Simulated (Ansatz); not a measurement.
InOH3⁺, that is InH2(OH) with one electron fewer. Total charge 1; doublet. Geometry PBE-D4/def2-TZVP, that of the neutral singlet; atoms count from 1.

```csv
atom,x (Å),y (Å),z (Å)
In1,0.2324,0.4084,-0.4304
H2,1.5662,0.1354,-1.4754
H3,-0.8578,1.7210,-0.1691
O4,-0.0935,-1.2048,0.7392
H5,-0.8474,-1.0600,1.3357
```

In the def2 sets In takes a core potential; there is no spin–orbit coupling.

**Question.** Estimate the Mulliken populations from the PBE0/def2-TZVP orbitals of Ansatz.

**Answer.** 
```csv
atom,charge (e),spin (α − β)
In1,0.70,0.02
H2,0.08,0.01
H3,0.15,0.30
O4,-0.31,0.69
H5,0.39,-0.01
```
Mulliken values depend strongly on the basis.

**Question.** Where does the spin sit?

**Answer.** Summed by element: In 0.02, H 0.30, O 0.69, of 1 unpaired in all. Largest on single atoms: O4 0.69, H3 0.30, In1 0.02.

**Question.** And the Mayer bond orders between heavy atoms (over 0.3)?

**Answer.** In1–O4 0.77 (2.02 Å).
